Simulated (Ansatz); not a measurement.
The cluster CsF₂⁻ (the lowest singlet isomer of a short search), 3 atoms. Hardware: 4 threads of Intel Xeon on a shared host.

In the def2 sets Cs takes a core potential; there is no spin–orbit coupling. Correlated methods freeze 2 core orbitals; core or outer-core shells of Cs are correlated, in sets that lack core-valence functions.

Task: How many basis functions does each of these Ansatz runs have, and roughly what does it cost? revPBE-D4/def2-TZVPD, charge -1 quintet, energy, from earlier orbitals; CCSD(T)/def2-TZVPPD, charge -1 triplet, energy, from earlier orbitals; RPA@PBE/def2-TZVPD, charge -1 triplet, energy, from earlier orbitals; r2SCAN-D4/def2-TZVPD, charge -1 singlet, energy and forces, from earlier orbitals; PBE0-D4/def2-TZVPD, charge 0 doublet at the geometry of the charge -1 singlet, energy; BHLYP-D4/def2-TZVPD, charge -1 quintet, energy, from earlier orbitals; revPBE-D4/def2-TZVPD, charge -1 triplet, energy, from earlier orbitals; CCSD(T)/def2-TZVPPD, charge 0 doublet at the geometry of the charge -1 singlet, energy, from earlier orbitals; HSE06-D4/def2-TZVPD, charge -1 quintet, energy, from earlier orbitals; CCSD(T)/def2-TZVPPD, charge -1 quintet, energy, from earlier orbitals; PBE0-D4/def2-TZVPD, charge -1 triplet, energy, from earlier orbitals; PBE0-D4/def2-SVPD, charge -1 singlet, energy, from earlier orbitals.

Result: Other jobs shared the machine, so times can vary by a factor of up to 3. A dash marks memory too small to be measured apart from the calling script's.

| run | functions | fitting or Cholesky vectors | wall time | peak host memory (GiB) |
| --- | --- | --- | --- | --- |
| PBE0-D4/def2-SVPD, charge -1 singlet, energy, from earlier orbitals | 73 | 653 | 2.2 s | – |
| r2SCAN-D4/def2-TZVPD, charge -1 singlet, energy and forces, from earlier orbitals | 112 | 703 | 4.4 s | – |
| revPBE-D4/def2-TZVPD, charge -1 triplet, energy, from earlier orbitals | 112 | 703 | 4.7 s | – |
| revPBE-D4/def2-TZVPD, charge -1 quintet, energy, from earlier orbitals | 112 | 703 | 8 s | – |
| RPA@PBE/def2-TZVPD, charge -1 triplet, energy, from earlier orbitals | 112 | 816 | 8.1 s | – |
| HSE06-D4/def2-TZVPD, charge -1 quintet, energy, from earlier orbitals | 112 | 703 | 11 s | – |
| BHLYP-D4/def2-TZVPD, charge -1 quintet, energy, from earlier orbitals | 112 | 766 | 12 s | – |
| PBE0-D4/def2-TZVPD, charge 0 doublet at the geometry of the charge -1 singlet, energy | 112 | 703 | 18 s | – |
| CCSD(T)/def2-TZVPPD, charge -1 quintet, energy, from earlier orbitals | 119 | 750 | 26 s | 0.84 |
| CCSD(T)/def2-TZVPPD, charge -1 triplet, energy, from earlier orbitals | 119 | 754 | 32 s | 0.96 |
| PBE0-D4/def2-TZVPD, charge -1 triplet, energy, from earlier orbitals | 112 | 703 | 38 s | – |
| CCSD(T)/def2-TZVPPD, charge 0 doublet at the geometry of the charge -1 singlet, energy, from earlier orbitals | 119 | 754 | 50 s | 0.95 |
